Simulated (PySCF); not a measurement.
Electron correlation in Zn (zinc, neutral)

[Ar] 3d10 4s2, closed-shell 1S. Calculation: PySCF 2.14, in aug-cc-pVTZ-PP with ECP10MDF; scalar relativity through the core potential. Frozen: 3s2 3p6; 12 electrons correlated.

```json
{"level": "CCSD", "correlation energy (mhartree)": "-494.76"}
{"level": "(T)", "correlation energy (mhartree)": "-19.09"}
{"level": "CCSD(T)", "correlation energy (mhartree)": "-513.85"}
```

Diagnostics: T1 = 0.021, D1 = 0.0581, largest double amplitude 0.057.

Cost of the coupled-cluster step: about 9 core-seconds, for 12 correlated electrons.

Iterations:

```
CC2 = 0
CCSD nocc = 6, nmo = 84
frozen orbitals [0, 1, 2, 3]
max_cycle = 100
direct = 0
conv_tol = 1e-08
conv_tol_normt = 1e-06
diis_space = 8
diis_start_cycle = 0
Init t2, MP2 energy = -226.504366001178  E_corr(MP2) -0.541346176931276
Init E_corr(CCSD) = -0.54134617699103
cycle = 1  E_corr(CCSD) = -0.473012437494185  dE = 0.0683337395  norm(t1,t2) = 0.0730762
cycle = 2  E_corr(CCSD) = -0.498223585486084  dE = -0.025211148  norm(t1,t2) = 0.0304501
cycle = 3  E_corr(CCSD) = -0.493603981765831  dE = 0.00461960372  norm(t1,t2) = 0.0177659
cycle = 4  E_corr(CCSD) = -0.494182913839342  dE = -0.000578932074  norm(t1,t2) = 0.00533588
cycle = 5  E_corr(CCSD) = -0.494729562685055  dE = -0.000546648846  norm(t1,t2) = 0.00086388
cycle = 6  E_corr(CCSD) = -0.494786241599278  dE = -5.66789142e-05  norm(t1,t2) = 0.000129667
cycle = 7  E_corr(CCSD) = -0.494764766027318  dE = 2.1475572e-05  norm(t1,t2) = 6.88224e-05
cycle = 8  E_corr(CCSD) = -0.494764150901562  dE = 6.15125756e-07  norm(t1,t2) = 1.12921e-05
cycle = 9  E_corr(CCSD) = -0.494764591949626  dE = -4.41048064e-07  norm(t1,t2) = 3.62341e-06
cycle = 10  E_corr(CCSD) = -0.494764641795417  dE = -4.98457908e-08  norm(t1,t2) = 1.0418e-06
cycle = 11  E_corr(CCSD) = -0.494764570940097  dE = 7.08553197e-08  norm(t1,t2) = 3.25036e-07
cycle = 12  E_corr(CCSD) = -0.494764568612021  dE = 2.32807612e-09  norm(t1,t2) = 1.14572e-07
CCSD converged
E(CCSD) = -226.4577843928589  E_corr = -0.4947645686120212
CCSD(T) correction = -0.0190945523497525
```
